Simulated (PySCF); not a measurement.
A PySCF script (with the pyscf-properties extension) for the NMR shieldings of `CCOC[SiH2]NC`, C4H13NOSi, on a GFN2-xTB geometry:

```python
import basis_set_exchange as bse
import numpy as np
from pyscf import gto, dft
from pyscf.prop import nmr

atoms = """
C     3.002678   -1.330956   -0.559726
C     2.371084   -0.324986    0.388905
O     1.045924   -0.079335   -0.017712
C     0.367444    0.846929    0.803501
Si   -1.358305    1.093399    0.046917
N    -2.054726   -0.470613    0.012095
C    -3.379782   -0.745244   -0.489237
H     4.032465   -1.520065   -0.269019
H     2.980759   -0.943315   -1.574627
H     2.446326   -2.264079   -0.534467
H     2.943362    0.617838    0.384986
H     2.377464   -0.712539    1.421569
H     0.915099    1.797876    0.832329
H     0.326214    0.476008    1.836363
H    -1.203344    1.779873   -1.247277
H    -2.184785    1.924693    0.931905
H    -1.425944   -1.248011   -0.131358
H    -3.400742   -0.881355   -1.575903
H    -3.780848   -1.645673   -0.019933
H    -4.025488    0.094407   -0.242349
"""
names = dict.fromkeys(["C", "O", "Si", "N", "H"], "pcSseg-1")
basis = {el: gto.basis.parse(bse.get_basis(n, elements=[el], fmt="nwchem")) for el, n in names.items()}
mol = gto.M(atom=atoms, basis=basis, charge=0, verbose=0)
mf = dft.RKS(mol, xc="PBE0")
mf.grids.level = 2
mf.grids.alignment = dft.numint.BLKSIZE   # the property module wants whole blocks of grid points
mf.conv_tol = 1e-9
mf.kernel()

calc = nmr.RKS(mf)   # GIAO
C = mf.mo_coeff
Co = C[:, mf.mo_occ > 0]
resp = mf.gen_response(singlet=True, hermi=2)
def vind(x):   # induced exchange potential for any number of trial vectors
    d = np.einsum("pi,xij,qj->xpq", C, 2 * x.reshape(-1, C.shape[1], Co.shape[1]), Co, optimize=True)
    return np.einsum("xpq,pi,qj->xij", resp(d - d.transpose(0, 2, 1)), C, Co, optimize=True).ravel()
mo1, _ = nmr.rhf.solve_mo1(calc, with_cphf=vind)
sigma = calc.kernel(mo1)
for i, s in enumerate(sigma):   # ppm
    print("%2d %-2s %9.2f" % (i, mol.atom_pure_symbol(i), np.trace(s) / 3))
```

Problem. Give the expected output.

Solution. 
```
 0 C     168.65
 1 C     110.99
 2 O     305.22
 3 C     122.67
 4 Si    386.95
 5 N     259.12
 6 C     154.24
 7 H      30.76
 8 H      30.30
 9 H      30.35
10 H      28.22
11 H      28.22
12 H      28.55
13 H      28.23
14 H      26.78
15 H      27.14
16 H      31.63
17 H      28.78
18 H      28.74
19 H      29.17
```

These numbers come from an equivalent density-fitted implementation of the same equations, which agrees with the script to about 0.01 ppm for H and up to a few tenths of a ppm for heavy atoms, so last digits may differ.

Problem. Turn these shieldings into chemical shifts. Shifts are taken against calculated references (same method and geometry level): 13C (σref 186.93), 29Si (σref 349.16), 1H (σref 31.72) against TMS; 17O (σref 336.08) against H2O; NH3 for 15N (σref 267.73).

Solution. Averaging equivalent atoms: C 1: 75.9; C 3: 64.3; C 6: 32.7; C 0: 18.3; O 2: 30.9; Si 4: -37.8; N 5: 8.6; H 14/15: 4.75; H 10/11: 3.50; H 12/13: 3.33; H 17/18/19: 2.82; H 7/8/9: 1.25; H 16: 0.09 ppm. Experimental scales use liquid or dissolved standards, which lie at an offset from isolated NH3 (liquid NH3: subtract about 20 ppm) and H2O (liquid H2O: subtract about 36 ppm).

Size and cost of the density-fitted run: 191 basis functions, 55 s wall time on 1 thread of an Arm Neoverse N1, shared host; peak memory 0.84 GiB.
